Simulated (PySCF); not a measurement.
**Arsenic: a sound run and one with changed settings**

Sound run: As⁺ [Ar] 3d10 4s2 4p2, As²⁺ [Ar] 3d10 4s2 4p1. Calculation: PySCF 2.14, in aug-cc-pVDZ-DK; scalar relativity by spin-free X2C-1e. In the sound run the correlated levels freeze [Ar] 3d10. The sound run starts from symmetry-adapted Hartree-Fock orbitals and uses a fine grid where one is needed.

Changed run: initial guess 1e, at most 50 SCF cycles.

| species | method | sound run (hartree) | changed run (hartree) | converged |
| --- | --- | --- | --- | --- |
| As⁺ | UHF | -2258.57112 | -2258.57112 | yes |
| As⁺ | BP86 | -2260.55955 | -2260.55955 | yes |
| As⁺ | CCSD(T) | -2258.63096 | -2258.63096 | yes |
| As²⁺ | PBE0 | -2259.29510 | -2259.29510 | yes |
| As²⁺ | MP2 | -2257.94357 | -2257.94357 | yes |

Here the plain start reaches the same solutions.
